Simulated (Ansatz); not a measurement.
Coupled-cluster diagnostics for P3Se, Ansatz.

Geometry of the doublet (PBE-D4/def2-SVP):

Cartesian coordinates in Å:
```
P -0.6946 0.9452 0.9453
P 0.6508 -0.8202 -1.0832
P 0.9701 1.1860 -0.3888
Se -0.9262 -1.3110 0.5266
```

Correlated methods freeze 24 core orbitals; core or outer-core shells of Se are correlated, in sets that lack core-valence functions. Another isomer (doublet) lies 0.44 eV lower at PBE0-D4/def2-TZVP; other spin states weren't run for this one.

**Question.** Estimate the CCSD(T) correlation energy, the shares of MP2 and (T), T1 and the reference's ⟨S²⟩ for: charge 0, doublet, own geometry in def2-TZVP; and the rough time on 4 threads of Arm Neoverse V2 on a shared host.

**Answer.** 
| state | basis | correlation (eV) | MP2 share (%) | (T) share (%) | T1 | ⟨S²⟩ (pure) | wall time | remarks |
| --- | --- | --- | --- | --- | --- | --- | --- | --- |
| charge 0, doublet, own geometry | def2-TZVP | -19.792 | 87.8 | 6.0 | 0.041 | 1.24 (0.75) | 68 s | spin-contaminated |
Customary marks for T1 are 0.02 (closed shells), 0.045 (open shells) and about 0.05 (3d metals). T1 exceeds 0.02 in 1 of 1 rows and 0.045 in 0; the higher it lies, the less the single-reference result can be trusted.
